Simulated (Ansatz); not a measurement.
Ansatz (an electronic-structure program) input (B97M-V/def2-TZVPD):

Ansatz 0.2 input:
```yaml
crystal:
  periodic: [false, false, false]
  atoms:
    - {symbol: Sn, position_ang: [-0.02797399, -0.02575360, 0.03654894]}
    - {symbol: O, position_ang: [1.39170360, 0.33420287, -1.15405831]}
    - {symbol: O, position_ang: [-1.48279100, -0.13502874, 1.07454956]}
    - {symbol: H, position_ang: [2.12739847, -0.30571300, -1.19137685]}
basis:
  gaussian:
    orbitals: def2-TZVPD
hamiltonian:
  xc: {name: B97M-V}
total_charge: 1
output: {forces: true}
```

Output:

```
Functional definition: B97M-V
integrals: 0.06 GiB planned
823 factors; their error is unknown
mean field: 0.50 GiB planned
mean field evaluation 1: about -9895.0942 eV, gradient 1.4e2 eV
mean field evaluation 2: about -9692.9747 eV, gradient 2.5e2 eV
mean field evaluation 4: about -9925.3058 eV, gradient 6.3e1 eV
mean field evaluation 8: about -9932.5005 eV, gradient 1.7e0 eV
mean field evaluation 16: about -9932.5013 eV, gradient 1.7e-3 eV
mean field -9932.50134185 eV, -365.0126918218 hartree, gradient 1.6e-5 eV, S^2 0.000000; 0 other end points of the search recorded, 0 dependent functions left out
the calculation of the forces begins
reference -9932.50141531 eV, -365.0126945212 hartree; 19, 19 occupied and 126, 126 virtual orbitals, 823 factors
Total energy: -9932.50141531 eV, -365.0126945212 hartree
Atom 0 at    -0.027974    -0.025754     0.036549 Å, force    -0.146070    -0.027227     0.115621 eV/Å
Atom 1 at     1.391704     0.334203    -1.154058 Å, force     0.037373    -0.107943     0.051015 eV/Å
Atom 2 at    -1.482791    -0.135029     1.074550 Å, force     0.305556     0.028509    -0.221910 eV/Å
Atom 3 at     2.127398    -0.305713    -1.191377 Å, force    -0.196859     0.106662     0.055274 eV/Å
Dipole moment:     0.731203    -0.201879    -0.341588 e Å
```

It need not be the lowest isomer of its formula.
